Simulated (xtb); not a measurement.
C₃H₃N₂, SMILES C1=C[N]N=C1 (connectivity only; charge and spin as stated), charge -1, multiplicity 1. All values are semi-empirical tight-binding results from xtb (GFN2-xTB unless named), good for trends rather than for accurate numbers. Geometry optimised at GFN2-xTB. The multiplicity is an assumed one; other spin states were not compared. The isomer is the one that the SMILES or the coordinates give; other isomers of the formula were not compared.

```yaml
point_group_as_xtb_finds_it: C2v
orbital_gap: 4.78 eV
zero_point_energy: 34.9 kcal/mol
G − E(el) at 298.15 K (modified RRHO): 18.9 kcal/mol
static polarisability (D4 model): 53.1 bohr³
solvation energy, GFN2-xTB/ALPB(water): -63.1 kcal/mol
solvation energy, GFN2-xTB/ALPB(acetone): -53.6 kcal/mol
```

Problem. Give the IR lines (harmonic; lines under 4 % of the strongest left out, lines within 3 cm⁻¹ merged). (An estimate is asked for; the answer gives what the named calculation found.)

Solution. ν (cm⁻¹): 1199 (w), 1386 (w), 1488 (m), 2970 (w), 2975 (vs), 3011 (m) (against the strongest line: vs over 80 %, s over 45 %, m over 15 %, w over 4 %, vw less)
